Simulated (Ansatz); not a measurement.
Gas-phase electronic energies from Ansatz, PBE0-D4/def2-TZVP geometries. CCSD(T)/CBS is the MP2 limit (def2-TZVPP, def2-QZVPP) plus CCSD(T) − MP2 in def2-TZVPP, frozen cores. This one scheme is used for every species, atoms too. For atomizations the MP2-based limit and the directly extrapolated one differ by several kJ/mol either way, and by 10 to 25 for some Ge, Se and Sn compounds, so smaller differences from it don't rank the levels. Functionals use def2-TZVPP. Open shells (•) are unrestricted, without spin–orbit coupling. Spin–orbit coupling would lower the free atoms: a little for S, Si; strongly for In. def2 core potentials past Kr. Bonds to In are less sure, by a few kJ/mol each and by 10 to 20 or more in all where they break to atoms, as the def2 sets lack core-valence functions. Each species was taken in one conformer, which may not be the lowest.

Reaction (atomization): `[SiH3][SiH2][S][InH2]` → 7 H• + In• + S• + 2 Si•

```json
{"species": "`[SiH3][SiH2][S][InH2]`", "LDA (SPW92) energy (Eh)": "-1167.51090"}
{"species": "H•", "LDA (SPW92) energy (Eh)": "-0.47838"}
{"species": "In•", "LDA (SPW92) energy (Eh)": "-189.78920"}
{"species": "S•", "LDA (SPW92) energy (Eh)": "-396.72067"}
{"species": "Si•", "LDA (SPW92) energy (Eh)": "-288.20231"}
```

Question: Work out ΔE.

Answer: ΔE = 7 × (-0.47838) + 2 × (-288.20231) + (-189.78920) + (-396.72067) − (-1167.51090) = 1.24775 Eh = +3276.0 kJ/mol. CCSD(T)/CBS gives +2968.0 kJ/mol.

Largest T1 diagnostic among the species: 0.015.

From PBE to PBE0 (25 % exact exchange), in def2-TZVPP and without D4, ΔE moves by +6.8 kJ/mol. In def2-TZVPP, CCSD(T) changes the Hartree–Fock value by +682.1 kJ/mol (the triples alone add +35.0 kJ/mol) and MP2 by +644.2 kJ/mol; breaking electron pairs costs correlation energy, which Hartree–Fock lacks.
